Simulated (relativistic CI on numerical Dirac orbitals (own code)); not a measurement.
## Nb2+: 4p photoemission

Computed with this model: Dirac-Coulomb-Breit CI, separate exchange-only KLI orbitals for each configuration, model QED (radiative potential, 1s self-energy scaled to tabulated hydrogen-like ionisation energies), valence Slater integrals scaled by 0.7, multiplet model of photoemission in the sudden approximation; configurations [Kr] 4d3 → [Ar] 3d10 4s2 4p5 4d3; 80 K; Lorentzian 0.84 eV and Gaussian 0.6 eV FWHM. Energies are those of the free ion, without screening or charge transfer. The energies are binding energies and can lie tens of eV above those of solids. S is read from ⟨S²⟩ = S(S + 1).

Field parameters in Wybourne normalisation: D4h B²₀ = −7Ds, B⁴₀ = 21(Dq − Dt), B⁴₄ = 21√(5/14) Dq; Oh B⁴₀ = 21Dq, B⁴₄ = √(5/14) B⁴₀; Td as Oh with Dq negative (B⁴₀ = 21Dq, B⁴₄ = √(5/14) B⁴₀). The field is a parameter set, without covalency.

Peaks in eV (height, largest 100): 56.4 (100), 61.2 (30), 69.0 (11).

(1) Which surroundings give this spectrum?
A. Td, 10Dq = -14300 cm⁻¹
B. Oh, 10Dq = 34300 cm⁻¹
C. free ion
D. D4h, 10Dq = 9700, Ds = 450, Dt = -640 cm⁻¹

Results:

(1) B. Oh, 10Dq = 34300 cm⁻¹, where the ground state has S = 1.50.
